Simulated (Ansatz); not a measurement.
Relaxation of the cluster Co3⁺ with UKS PBE-D4/def2-TZVP.

```sh
$ ansatz run in.yaml --threads 4 --pin off --events-out ev --progress --plain --max-ram 3916MiB
```

```yaml
crystal:
  periodic: [false, false, false]
  atoms:
    - {symbol: Co, position_ang: [0.010565, 0.166634, -1.198963]}
    - {symbol: Co, position_ang: [0.297684, 1.032431, 0.810377]}
    - {symbol: Co, position_ang: [-0.308249, -1.199065, 0.388586]}
basis:
  gaussian: {orbitals: def2-TZVP}
total_charge: 1
magnetization: {spin_polarized: true, initial_magnetization: 2}
hamiltonian: {xc: pbe, dispersion: d4}
scf: {lower_state_search: "off"}
output: {orbitals: {seedname: orbitals}}
relax: {f_tol: 0.02, max_steps: 100}
```

It took 32 s on 4 threads of Intel Xeon Platinum 8488C on a shared host.

Positions (Å) and forces (eV/Å) at steps 1, 2, 3, 4, 5, 6 of 6:

```xyz
3
step=1 energy=-112855.8843 eV
Co    0.011    0.167   -1.199    0.124    0.693   -2.127
Co    0.298    1.032    0.810   -0.070   -0.342    0.744
Co   -0.308   -1.199    0.389   -0.054   -0.350    1.383
3
step=2 energy=-112856.0722 eV
Co    0.014    0.185   -1.261    0.073    0.417   -1.335
Co    0.289    0.998    0.829   -0.075   -0.329    0.454
Co   -0.303   -1.183    0.432    0.001   -0.088    0.881
3
step=3 energy=-112856.2009 eV
Co    0.018    0.216   -1.388    0.014    0.077   -0.231
Co    0.266    0.906    0.868    0.137    0.497    0.165
Co   -0.284   -1.121    0.521   -0.151   -0.575    0.066
3
step=4 energy=-112856.1280 eV rejected
Co    0.041    0.311   -1.474   -0.072   -0.327    0.544
Co    0.264    0.902    0.834   -0.065   -0.237   -0.087
Co   -0.305   -1.213    0.640    0.137    0.563   -0.457
3
step=5 energy=-112856.2139 eV
Co    0.020    0.220   -1.371    0.001    0.017   -0.126
Co    0.276    0.948    0.859   -0.045   -0.174    0.039
Co   -0.296   -1.168    0.512    0.044    0.156    0.087
3
step=6 energy=-112856.2185 eV
Co    0.020    0.224   -1.393   -0.001   -0.007    0.011
Co    0.272    0.930    0.867    0.005    0.017    0.002
Co   -0.292   -1.154    0.527   -0.003   -0.011   -0.013
```

The charge 1 triplet is spin-contaminated (final ⟨S²⟩ up to 4.12, 2.00 for a pure state). The relaxation made no stability test and no search for a lower SCF solution. At PBE-D4/def2-TZVP a septet of charge 1 lies 0.55 eV below the triplet, each at its own geometry. The structure comes from a short search, and lower isomers may exist.
